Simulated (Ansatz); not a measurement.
Reactions of C$_{2}$H$_{6}$FNSi, SMILES `C=N[SiH](C)F`.

Calculated with Ansatz (gas phase, PBE0-D4/def2-TZVP geometries, no zero-point term in ΔE). CCSD(T)/CBS is the MP2 limit (def2-TZVPP, def2-QZVPP) plus CCSD(T) − MP2 in def2-TZVPP, frozen cores. This one scheme is used for every species, atoms too. For atomizations the MP2-based limit and the directly extrapolated one differ by several kJ/mol either way, and by 10 to 25 for some Ge, Se and Sn compounds, so smaller differences from it don't rank the levels. DFT in def2-TZVPP. B3LYP here is the variant with VWN-RPA as its local correlation; programs differ in this. Open shells (•) are unrestricted, without spin–orbit coupling. Spin–orbit coupling would lower the free atoms: a little for C, F, Si. def2 core potentials past Kr. Bonds to Sn are less sure, by a few kJ/mol each and by 10 to 20 or more in all where they break to atoms, as the def2 sets lack core-valence functions. Each species was taken in one conformer, which may not be the lowest.

| reaction | B3LYP-D4 (eV) | PBE0-D4 (eV) | r2SCAN-D4 (eV) | HF/CBS(def2) (eV) | CCSD(T)/CBS(def2) (eV) |
| --- | --- | --- | --- | --- | --- |
| `C=N[SiH](C)F` + BH₃ → `B[SiH](C)N=C` + H–F | 1.85 | 1.67 | 1.83 | 2.15 | 1.80 |
| `C=N[SiH](C)F` + `C[O][Sn]([OH])([F])[F]` → `C=N[SiH](C)O` + `C[O][Sn]([F])([F])[F]` | 0.27 | 0.26 | 0.26 | 0.27 | 0.29 |
| `C=N[SiH](C)F` + `N[SiH](O)O` → `C[SiH](F)N[SiH](O)O` + `C=N` | -0.26 | -0.26 | -0.26 | -0.21 | -0.29 |
| `C=N[SiH](C)F` → `C=NC` + `F[SiH]` | 3.27 | 3.41 | 3.56 | 3.28 | 3.36 |
| `C=N[SiH](C)F` → `C/C(F)=N/[SiH3]` | 1.86 | 1.78 | 1.81 | 1.96 | 2.00 |
| `C=N[SiH](C)F` → 2 C• + F• + 6 H• + N• + Si• | 44.59 | 44.43 | 44.48 | 32.67 | 44.54 |
| `C=N[SiH](C)F` + H₂ → `C=N[SiH2]F` + CH₄ | -0.18 | -0.14 | -0.12 | -0.38 | -0.14 |
| `C=N[SiH](C)F` → `C[Si]F` + `C=N` | 2.56 | 2.67 | 2.79 | 2.62 | 2.61 |
| `C=N[SiH](C)F` + `N[SiH2]F` → `C[SiH](F)N[SiH2]F` + `C=N` | -0.19 | -0.21 | -0.20 | -0.20 | -0.25 |
| `C=N[SiH](C)F` → `C=C(F)N[SiH3]` | 2.28 | 2.19 | 2.25 | 2.41 | 2.42 |

Largest T1 diagnostic: 0.015, for `F[SiH]`.
